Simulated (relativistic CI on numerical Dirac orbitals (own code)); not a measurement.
Sensitivity of the levels of Cs⁴⁰⁺ to α and to the nuclear radius

Computed by Dirac-Coulomb-Breit CI, KLI orbitals optimised for each configuration, derivatives by finite differences, unscaled Slater integrals, QED left out (own radial code, finite nucleus).

Configurations in the expansion (outside the closed core [Ne]): 3s²3p³, 3s3p⁴, 3s²3p²3d, 3p⁵, 3s3p³3d, 3p⁴3d, 3s²3p3d², 3s²3d³, 3s3p3d³, 3p³3d², 3p²3d³. Double excitations out of closed p, d and f shells are left out; levels of such configurations are missing from the list, as are those of other unlisted configurations, and high levels can miss mixing partners.

With x = (α/α₀)² − 1 an excitation energy changes as ω = ω₀ + qx; K = 2q/ω₀ is the relative enhancement. Terms are leading LS components, so labels can repeat. The field-shift factor is F = δν/δ⟨r²⟩ for the transition from the lowest level.

Lowest level 3s²3p³ ²P°3/2.

| Level | ω₀ (cm⁻¹) | q (cm⁻¹) | K | F (GHz/fm²) |
| --- | --- | --- | --- | --- |
| 3s²3p³ ⁴S°3/2 | 626862 | 766200 | 2.44 | -29.5 |
| 3s²3p³ ²D°5/2 | 696384 | 767800 | 2.21 | -29.9 |
| 3s²3p³ ²P°1/2 | 780240 | 773000 | 1.98 | -31.8 |
| 3s²3p²3d ⁴F3/2 | 1276238 | 58800 | 0.0921 | -22 |
| 3s²3p³ ²P°3/2 | 1416643 | 1.544e+06 | 2.18 | -69.1 |
| 3s3p⁴ ⁴P5/2 | 1446650 | 474800 | 0.656 | -380 |
| 3s3p⁴ ⁴P5/2 | 1604597 | 631700 | 0.787 | -556 |
| 3s3p⁴ ²D3/2 | 1725418 | 873300 | 1.01 | -752 |
| 3s3p⁴ ²S1/2 | 1728198 | 906200 | 1.05 | -883 |
| 3s²3p²3d ²F5/2 | 1909653 | 801000 | 0.839 | -26 |
| 3s²3p²3d ⁴D3/2 | 1921022 | 824300 | 0.858 | -92.5 |
| 3s²3p²3d ⁴D1/2 | 1924284 | 811500 | 0.843 | -37.6 |
| 3s²3p²3d ²G7/2 | 1973847 | 810400 | 0.821 | -19.2 |

At this charge energies of transitions that change n are usually good to better than 1 %, and those within a shell (Δn = 0) to a few per cent.
